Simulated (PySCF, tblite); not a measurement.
Isomers of C5H11O2P, one GFN2-xTB conformer each. Single-point energies are computed at PBE0/pcSseg-1 (PySCF, gas phase, no added dispersion term), electronic only.

```
              SMILES  GFN2-xTB relative energy (kJ/mol)
CO[C@@H]1CCC[P@H]1=O                               21.3
       CP1(=O)CCOCC1                                8.3
C=C(C)[P@@](=O)(O)CC                                0.0
  C=C[P@@](C)(=O)COC                              156.1
```

Conformers: `[CH3:1][O:2][C@@H:3]1[CH2:4][CH2:5][CH2:6][P@H:7]1=[O:8]` with C1–O2–C3–C4 -174°, O2–C3–C4–C5 -91°, C3–C4–C5–C6 -50°, C4–C5–C6–P7 45°, C5–C6–P7–O8 -151°; `[CH3:1][P:2]1(=[O:3])[CH2:4][CH2:5][O:6][CH2:7][CH2:8]1` with C1–P2–C4–C5 166°, P2–C4–C5–O6 -63°, C4–C5–O6–C7 70°, C5–O6–C7–C8 -70°; `[CH2:1]=[C:2]([CH3:3])[P@@:4](=[O:5])([OH:6])[CH2:7][CH3:8]` with C1–C2–P4–O5 4°, C2–P4–O6–H -115°, C2–P4–C7–C8 178°; `[CH2:1]=[CH:2][P@@:3]([CH3:4])(=[O:5])[CH2:6][O:7][CH3:8]` with C1–C2–P3–C4 -125°, C2–P3–C6–O7 55°, P3–C6–O7–C8 179°.

Problem. What does PBE0/pcSseg-1 give for the same structures?

Solution. 
| SMILES | PBE0/pcSseg-1 E (Eh) | PBE0/pcSseg-1 (kJ/mol) | GFN2-xTB (kJ/mol) | point group |
| --- | --- | --- | --- | --- |
| C=C(C)[P@@](=O)(O)CC | -688.41051 | 0.0 | 0.0 | C1 |
| CP1(=O)CCOCC1 | -688.39805 | 32.7 | 8.3 | Cs |
| CO[C@@H]1CCC[P@H]1=O | -688.36980 | 106.9 | 21.3 | C1 |
| C=C[P@@](C)(=O)COC | -688.35380 | 148.9 | 156.1 | C1 |

Both levels put the same isomer lowest; measured from each level's own lowest isomer, the values differ by up to 85.6 kJ/mol (CO[C@@H]1CCC[P@H]1=O: 21.3 against 106.9). As drawn, the lowest has an O–H bond, which the highest lacks.

Problem. Which frontier levels, dipoles and rotational constants go with these structures?

Solution. 
```json
{"SMILES": "C=C(C)[P@@](=O)(O)CC", "HOMO (eV, PBE0/pcSseg-1)": "-7.80", "LUMO (eV)": "-0.39", "dipole (D)": "2.69", "A, B, C (MHz)": "2547, 1292, 1157"}
{"SMILES": "CP1(=O)CCOCC1", "HOMO (eV, PBE0/pcSseg-1)": "-7.46", "LUMO (eV)": "1.06", "dipole (D)": "3.16", "A, B, C (MHz)": "2846, 1438, 1294"}
{"SMILES": "CO[C@@H]1CCC[P@H]1=O", "HOMO (eV, PBE0/pcSseg-1)": "-7.04", "LUMO (eV)": "0.92", "dipole (D)": "3.06", "A, B, C (MHz)": "2201, 1706, 1106"}
{"SMILES": "C=C[P@@](C)(=O)COC", "HOMO (eV, PBE0/pcSseg-1)": "-7.55", "LUMO (eV)": "-0.49", "dipole (D)": "3.73", "A, B, C (MHz)": "2466, 1117, 982.2"}
```

Problem. What happens when harmonic zero-point energies from GFN2-xTB frequencies are added?

Solution. 
```csv
SMILES,ZPE (kJ/mol),electronic (kJ/mol),with ZPE (kJ/mol)
C=C(C)[P@@](=O)(O)CC,400.2,0.0,0.0
CP1(=O)CCOCC1,408.3,32.7,40.9
CO[C@@H]1CCC[P@H]1=O,407.1,106.9,113.8
C=C[P@@](C)(=O)COC,395.1,148.9,143.8
```

The zero-point energies span 13.2 kJ/mol. The order is unchanged.
